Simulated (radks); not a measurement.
Effect of the nuclear size on the nickel ion Ni3+, [Ar] 3d7. Calculated with a radial shooting solver on a logarithmic mesh with Libxc functionals: Dirac Kohn-Sham, PBE, spin-unpolarised, spherical densities, finite nucleus; open shells are shared between the two j in proportion to 2j + 1; Fermi nuclear charge, rms radius 3.7757 fm. The rms radius is varied about that value; shifts are against it.

| rms radius (fm) | total energy shift (eV) | density at nucleus (e/bohr^3) | 1s1/2 shift (meV) | 2s1/2 shift (meV) | 3s1/2 shift (meV) |
|---|---|---|---|---|---|
| 3.3528 | -0.0334 | 1.972e+04 | -14.2 | -1.32 | -0.198 |
| 3.6473 | -0.0105 | 1.964e+04 | -4.48 | -0.418 | -0.063 |
| 3.7757 | 0 | 1.96e+04 | 0.000 | 0.000 | 0.000 |
| 3.9116 | 0.0115 | 1.957e+04 | 4.90 | 0.457 | 0.069 |
| 4.3383 | 0.0503 | 1.947e+04 | 21.4 | 1.99 | 0.299 |

Slopes of the eigenvalues against <r^2> in GHz/fm^2, as finite differences over the two radii next to the reference (eigenvalue slopes, not the field-shift constants of lines): 1s1/2 1140, 2s1/2 106, 3s1/2 15.9.
